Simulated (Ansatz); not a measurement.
Frontier orbitals of C3H10BN, SMILES `CBN(C)C`.

```json
{"atom": "C1", "x (Å)": "0.782", "y (Å)": "-0.283", "z (Å)": "-1.995"}
{"atom": "B2", "x (Å)": "0.540", "y (Å)": "-0.760", "z (Å)": "-0.520"}
{"atom": "N3", "x (Å)": "-0.131", "y (Å)": "-0.040", "z (Å)": "0.468"}
{"atom": "C4", "x (Å)": "-0.312", "y (Å)": "-0.553", "z (Å)": "1.807"}
{"atom": "C5", "x (Å)": "-0.718", "y (Å)": "1.268", "z (Å)": "0.301"}
{"atom": "H6", "x (Å)": "1.858", "y (Å)": "-0.284", "z (Å)": "-2.207"}
{"atom": "H7", "x (Å)": "0.351", "y (Å)": "-1.011", "z (Å)": "-2.691"}
{"atom": "H8", "x (Å)": "0.393", "y (Å)": "0.701", "z (Å)": "-2.263"}
{"atom": "H9", "x (Å)": "0.958", "y (Å)": "-1.838", "z (Å)": "-0.184"}
{"atom": "H10", "x (Å)": "0.143", "y (Å)": "-1.538", "z (Å)": "1.890"}
{"atom": "H11", "x (Å)": "-1.377", "y (Å)": "-0.634", "z (Å)": "2.056"}
{"atom": "H12", "x (Å)": "0.149", "y (Å)": "0.112", "z (Å)": "2.548"}
{"atom": "H13", "x (Å)": "-0.570", "y (Å)": "1.632", "z (Å)": "-0.713"}
{"atom": "H14", "x (Å)": "-1.795", "y (Å)": "1.241", "z (Å)": "0.505"}
{"atom": "H15", "x (Å)": "-0.270", "y (Å)": "1.988", "z (Å)": "0.996"}
```

Total charge 0; spin multiplicity 1. The structure was optimised at the PBE0-D4/def2-TZVP level. It is one conformer, not always the lowest. Basis def2-TZVPP, Ansatz.

```tsv
functional	HOMO (eV)	LUMO (eV)
HF	-10.19	3.36
```

(1) Give HOMO and LUMO (eV) with LDA (SPW92), PBE, revPBE, BLYP, r2SCAN, B97M-V, PBE0, B3LYP, r2SCANh, r2SCAN0, HSE06 (plane-wave form), BHLYP, CAM-B3LYP, LC-ωPBE, ωB97X-V, ωB97M-V. (Estimate.)

Answers

(1) The calculation gave: 
| functional | HOMO | LUMO |
| --- | --- | --- |
| LDA (SPW92) | -6.04 | -0.46 |
| PBE | -5.92 | -0.25 |
| revPBE | -5.87 | -0.16 |
| BLYP | -5.80 | -0.13 |
| r2SCAN | -6.11 | 0.13 |
| B97M-V | -6.23 | 0.03 |
| PBE0 | -7.16 | 0.69 |
| B3LYP | -6.95 | 0.46 |
| r2SCANh | -6.58 | 0.45 |
| r2SCAN0 | -7.30 | 0.92 |
| HSE06 (plane-wave form) | -6.76 | 0.32 |
| BHLYP | -8.33 | 1.60 |
| CAM-B3LYP | -8.52 | 1.70 |
| LC-ωPBE | -9.87 | 2.88 |
| ωB97X-V | -9.53 | 2.74 |
| ωB97M-V | -9.46 | 2.32 |

B3LYP here is the variant with VWN-RPA as its local correlation; programs differ in this. LC-ωPBE has ω = 0.4 bohr⁻¹. Positive LUMOs are unbound and depend on the basis.
